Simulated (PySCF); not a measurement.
## Highest orbital energy against ionisation energy along the 5p block

Calculated with PySCF 2.14, no spin-orbit coupling. Each cell gives −ε(HOMO) / ΔSCF in eV; NIST values include spin-orbit coupling, (s) semi-empirical, (t) theoretical.

```csv
species,UHF,LDA,PBE,PBE0,r2SCAN,NIST (lowest levels)
"In (dyall-av2z, non-relativistic)",5.549 / 5.279,2.930 / 5.770,2.904 / 5.647,3.677 / 5.680,3.148 / 5.780,5.786
"Sn (dyall-av2z, non-relativistic)",7.324 / 6.915,4.251 / 7.475,4.202 / 7.323,5.118 / 7.372,4.502 / 7.475,7.344
"Sb (dyall-av2z, non-relativistic)",9.151 / 8.637,5.612 / 9.188,5.551 / 9.024,6.607 / 9.103,5.923 / 9.228,8.608
"Te (dyall-av2z, non-relativistic)",8.444 / 7.779,5.424 / 9.051,5.289 / 8.774,6.305 / 8.780,5.527 / 8.806,9.010
"I (dyall-av2z, non-relativistic)",10.417 / 9.650,6.923 / 10.880,6.780 / 10.594,7.928 / 10.628,7.063 / 10.653,10.451
"Xe (dyall-av2z, non-relativistic)",12.480 / 11.626,8.470 / 12.742,8.326 / 12.460,9.615 / 12.535,8.689 / 12.585,12.130
```

**Question.** How far is −ε(HOMO) from ΔSCF on average for each method, and why?

**Answer.** UHF 0.58 eV; LDA -3.58 eV; PBE -3.46 eV; PBE0 -2.47 eV; r2SCAN -3.28 eV. Hartree-Fock orbital energies lack relaxation and so exceed the ΔSCF value; semilocal functionals have convex E(N) from self-interaction, so their HOMO lies far too high; exact exchange moves hybrids part of the way back.
